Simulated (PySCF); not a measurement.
Compound: C4H11ClSi2.
Atom-mapped SMILES: `[CH2:1]=[C:2]([CH3:3])[Si@H:4]([Cl:5])[CH2:6][SiH3:7]` (hydrogens: H8, H9 on C1; H10, H11, H12 on C3; H13 on Si4; H14, H15 on C6; H16, H17, H18 on Si7)

The closed-shell SCF was solved with PySCF and density fitting under several settings on one GFN2-xTB geometry (grid level 2 and gas phase unless stated).

```json
{"settings": "PBE0/pcSseg-1", "basis functions": "195", "SCF cycles": "13", "E (Eh)": "-1197.6173", "HOMO (eV)": "-7.77", "LUMO (eV)": "-0.43", "dipole (D)": "1.79"}
{"settings": "wB97X-D/def2-SVPD", "basis functions": "243", "SCF cycles": "13", "E (Eh)": "-1197.7877", "HOMO (eV)": "-9.60", "LUMO (eV)": "1.27", "dipole (D)": "1.68"}
{"settings": "PBE/6-31G*", "basis functions": "132", "SCF cycles": "15", "E (Eh)": "-1197.4773", "HOMO (eV)": "-6.37", "LUMO (eV)": "-1.03", "dipole (D)": "1.85"}
{"settings": "X3LYP/IGLO-II, damping 0.2 at the start, DIIS from the seventh cycle", "basis functions": "259", "SCF cycles": "14", "E (Eh)": "-1198.1035", "HOMO (eV)": "-7.49", "LUMO (eV)": "-0.48", "dipole (D)": "1.37"}
{"settings": "PBE0/MINI, damping 0.1 at the start, DIIS from the seventh cycle", "basis functions": "58", "SCF cycles": "13", "E (Eh)": "-1190.9093", "HOMO (eV)": "-9.58", "LUMO (eV)": "-1.77", "dipole (D)": "1.79"}
{"settings": "KT3/MINI, IEF-PCM dimethylsulfoxide", "basis functions": "58", "SCF cycles": "13", "E (Eh)": "-1201.6699", "HOMO (eV)": "-8.48", "LUMO (eV)": "-2.73", "dipole (D)": "2.26"}
```

Question: Estimate the rows for these settings: (1) OLYP/3-21G, level shift 0.2 Eh, energy threshold 1e-07 Eh; (2) PBE0/6-311G**.

Answer: 
```json
{"settings": "OLYP/3-21G, level shift 0.2 Eh, energy threshold 1e-07 Eh", "basis functions": "97", "SCF cycles": "9", "E (Eh)": "-1192.0245", "HOMO (eV)": "-6.33", "LUMO (eV)": "-0.77", "dipole (D)": "2.49"}
{"settings": "PBE0/6-311G**", "basis functions": "216", "SCF cycles": "13", "E (Eh)": "-1197.7374", "HOMO (eV)": "-7.73", "LUMO (eV)": "-0.38", "dipole (D)": "1.96"}
```

Question: Over all rows, what range does the HOMO–LUMO gap span?

Answer: From 5.34 eV (PBE/6-31G*) to 10.87 eV (wB97X-D/def2-SVPD). The functional of the narrowest has no exact exchange, that of the widest range-separated exact exchange.

Question: And the dipole moment?

Answer: From 1.37 D (X3LYP/IGLO-II, damping 0.2 at the start, DIIS from the seventh cycle) to 2.49 D (OLYP/3-21G, level shift 0.2 Eh, energy threshold 1e-07 Eh); the largest is 1.82 times the smallest, and the median is 1.82 D.

Question: Compare two rows with the functional PBE0: PBE0/6-311G** and PBE0/MINI, damping 0.1 at the start, DIIS from the seventh cycle. Which energy is lower, and by how much?

Answer: PBE0/6-311G** (216 functions) lies 6.8281 Eh or 4285 kcal/mol below PBE0/MINI, damping 0.1 at the start, DIIS from the seventh cycle (58 functions).

wB97X-D ran without the empirical dispersion term, which would shift the total energy alone. Cycle counts include a coarse-grid stage where the run had one. All basis functions are spherical, in the Pople sets too. KT3 was designed for NMR shieldings or shifts; total energies of different functionals aren't comparable. The structure is a single GFN2-xTB conformer; no vibrational corrections.

Shape of the structure used: `[CH2:1]=[C:2]([CH3:3])[Si@H:4]([Cl:5])[CH2:6][SiH3:7]`: C1–C2–Si4–Cl5 139°, C2–Si4–C6–Si7 67°.
